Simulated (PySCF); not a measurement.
C₅H₁₂NP.
Z-matrix (Å and degrees, GFN2-xTB geometry), rows numbered from 1:
```
C 
C   1  1.5076
C   2  1.5015  1  118.95
P   3  1.8488  2   66.42  1  -111.91
N   4  1.7455  2   96.30  3    93.43
C   5  1.4513  4  115.02  2  -137.68
C   5  1.4516  4  114.71  2    91.21
H   1  1.0886  2  110.57  3    43.45
H   1  1.0907  2  110.22  3   -76.32
H   1  1.0888  2  110.96  3   163.71
H   2  1.0857  1  114.54  3   141.95
H   3  1.0814  2  117.85  4  -109.13
H   3  1.0825  2  116.96  4   108.66
H   6  1.0894  5  109.32  4    43.43
H   6  1.0926  5  108.67  4   161.99
H   6  1.0972  5  113.15  4   -77.89
H   7  1.0895  5  109.21  4   -43.33
H   7  1.0925  5  108.68  4  -161.90
H   7  1.0972  5  113.15  4    77.90
```

Method: PySCF 2.14.0, density-fitted response routines, TDDFT wB97X-D/def2-SVPD, vertical, gas phase, core orbitals frozen in the response.

Kohn–Sham orbitals with the atoms that hold most of them (Löwdin shares over 4%, at most four atoms; ? is withheld):

| orbital | ε (eV) | atoms |
| --- | --- | --- |
| LUMO+2 | 2.46 | C7 15%, C6 12%, C1 8%, H18 7% |
| LUMO+1 | 2.33 | P4 29%, C3 11%, C7 9%, C1 7% |
| LUMO | 2.25 | ? |
| HOMO | -7.67 | N5 42%, P4 24%, C2 7%, C3 6% |
| HOMO-1 | -9.12 | ? |
| HOMO-2 | -9.88 | P4 26%, N5 18%, C3 18%, C2 12% |
| HOMO-3 | -11.08 | N5 22%, P4 22%, C3 12%, C2 9% |

Question: Which atoms hold the LUMO, and with what shares?

Answer: P4 (bonded to 2 C and N) 34%; C2 (bonded to 2 C, P and H) 12%; C3 (bonded to C, P and 2 H) 12%; C6 (bonded to N and 3 H) 8%. By element: phosphorus 34%, carbon 31% or more.

Question: Give the leading atoms of the HOMO-1.

Answer: P4 (bonded to 2 C and N) 34%; C2 (bonded to 2 C, P and H) 22%; C3 (bonded to C, P and 2 H) 17%; C1 (bonded to C and 3 H) 6%. By element: carbon 45% or more, phosphorus 34%.

Question: How does S1 compare with the orbital gap of 9.92 eV?

Answer: S1 is at 5.45 eV (f = 0.033), 4.47 eV below the gap, made of HOMO→LUMO (92%). 

Question: Give energy, strength and leading configuration of S1, S2 and S4, and follow the Löwdin shares of the leading atoms from the occupied to the empty orbital.

Answer: 
- S1 (5.45 eV, f 0.033), HOMO→LUMO (92%): N5 42% → at most 8%, P4 24% → 34%, C2 7% → 12%
- S2 (5.58 eV, f 0.069), HOMO→LUMO+1 (85%): N5 42% → at most 8%, P4 24% → 29%, C3 6% → 11%
- S4 (6.65 eV, f 0.0035), HOMO-1→LUMO+1 (72%): P4 34% → 29%, C2 22% → at most 8%, C3 17% → 11%

One conformer stands for the species.
